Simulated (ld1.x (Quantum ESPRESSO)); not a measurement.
## Scattering properties, TM potential for Nd

- Element: Nd
- Generator: ld1.x (Quantum ESPRESSO) 7.5
- Type: norm-conserving Troullier–Martins (Kleinman–Bylander form)
- Functional: LDA (PZ)
- Relativity: scalar-relativistic
- Frozen core: [Kr] 4d10
- Valence charge: 14
- Reference configuration: 4f4 5s2 5p6 5d0.5 6s1.5 6p0
- Partial waves: 5p (bound): rc 1.80 bohr; 5d (bound): rc 3.55 bohr; 4f (bound): rc 1.80 bohr; 5s (bound): rc 1.60 bohr
- Local potential: the s channel
- Core correction: Bessel-smoothed model core inside 1.25 bohr

Occupied shells without a wave of their own: 6s. They enter only through the test configuration that unscreens the potential, and ld1.x also counts them in the model core charge.

The phase is arctan(r·u′/u) with u = r·R(r), unwrapped; energies in Ry, scanned from -5 to 5 Ry. A pole is an energy at which the radial function vanishes at the test radius. The pseudo phase is shifted by a multiple of π to meet the all-electron one at the reference energy, and phase errors are pseudo minus all-electron; the curves can meet again beyond the range given. Levels narrower than the energy grid can be missing from the lists of poles. n/a: not evaluated, since a narrow level or a reset projector energy made the automatic matching unsafe.

Question: For each channel, where are the poles, and over which energies does the pseudopotential scatter like the atom?

Answer:

```tsv
channel	radius (bohr)	reference energy (Ry)	poles, all-electron	poles, pseudo	unbroken range about the reference energy with phases within 0.05 rad	phase error 1 Ry above the reference energy (rad)
s	3.85	-2.93	0.86	0.82, 4.88	n/a	n/a
p	3.85	-1.58	-1.55, 1.65	-1.55, 1.62	below 3.2	-0.001
d	3.85	-0.12	0.21, 3.15	0.21, 3.19	below 1.4	+0.004
f	3.85	-0.10	-0.08, 2.04	-0.08, 2.10	below 0.9	+0.049
```

ld1.x takes every shell without a wave as core, so the model core holds the 6s electrons as well and exchange and correlation see them twice. This cancels in the reference configuration, but the file is broken for other ones, and its errors say nothing about a proper core correction.

Phases in the p channel:

| E (Ry) | all-electron | pseudo |
| --- | --- | --- |
| -5.00 | 1.450 | 1.450 |
| -4.74 | 1.446 | 1.446 |
| -4.48 | 1.442 | 1.442 |
| -4.22 | 1.438 | 1.438 |
| -3.96 | 1.433 | 1.433 |
| -3.70 | 1.427 | 1.427 |
| -3.44 | 1.421 | 1.421 |
| -3.18 | 1.414 | 1.414 |
| -2.92 | 1.405 | 1.405 |
| -2.66 | 1.395 | 1.395 |
| -2.40 | 1.381 | 1.381 |
| -2.14 | 1.362 | 1.362 |
| -1.88 | 1.324 | 1.324 |
| -1.62 | 0.371 | 0.370 |
| -1.36 | -1.753 | -1.753 |
| -1.10 | -1.809 | -1.809 |
| -0.84 | -1.859 | -1.859 |
| -0.58 | -1.927 | -1.928 |
| -0.32 | -2.045 | -2.046 |
| -0.06 | -2.304 | -2.309 |
| 0.20 | -3.043 | -3.063 |
| 0.46 | -4.021 | -4.035 |
| 0.72 | -4.396 | -4.403 |
| 0.98 | -4.549 | -4.554 |
| 1.24 | -4.632 | -4.636 |
| 1.50 | -4.687 | -4.691 |
| 1.76 | -4.729 | -4.734 |
| 2.02 | -4.767 | -4.772 |
| 2.28 | -4.804 | -4.811 |
| 2.54 | -4.847 | -4.857 |
| 2.80 | -4.903 | -4.920 |
| 3.06 | -4.990 | -5.024 |
| 3.32 | -5.168 | -5.261 |
| 3.58 | -5.696 | -6.060 |
| 3.84 | -6.913 | -7.172 |
| 4.10 | -7.432 | -7.515 |
| 4.36 | -7.604 | -7.645 |
| 4.62 | -7.688 | -7.713 |
| 4.88 | -7.738 | -7.756 |
